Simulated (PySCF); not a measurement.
C₃H₃F₃, SMILES C=C(F)C(F)F. Heavy atoms are numbered as in [CH2:1]=[C:2]([F:3])[CH:4]([F:5])[F:6]. Hydrogens are named by the atom that carries them.

The structure is a stationary point at PBE0-D3(BJ)/def2-SVP. One conformer was computed; it need not be the lowest.

All values below come from PBE/def2-TZVP (PySCF).

ESP charges are fitted to the potential on shells at 1.4 to 2.0 van der Waals radii. Atomic charges (e), one atom of each kind:

```csv
atom,IAO,Mulliken,Löwdin,ESP fit
C1 (CH2),-0.37,-0.31,-0.18,(withheld)
C2,0.25,0.16,-0.36,0.30
F3,-0.24,-0.15,0.24,(withheld)
C4 (CH),0.41,0.25,-0.49,(withheld)
F5,-0.28,-0.16,0.19,-0.15
H on C1,0.18,0.15,0.14,0.23
H on C4,0.15,0.07,0.13,0.11
```

Task: Some entries are withheld; supply them. (The exact figures need the calculation; the answer reports its results.)

Result: 
- C1 (CH2), ESP fit: -0.58
- F3, ESP fit: -0.15
- C4 (CH), ESP fit: 0.16

Computed Mayer and Wiberg (Löwdin basis) orders of the bonds:
| bond | Mayer | Wiberg |
|---|---|---|
| C1–C2 | 1.88 | 2.10 |
| C2–F3 | 1.09 | 1.76 |
| C2–C4 | 0.99 | 1.15 |
| C4–F5 | 1.12 | 1.76 |
| C4–F6 | 1.12 | 1.76 |
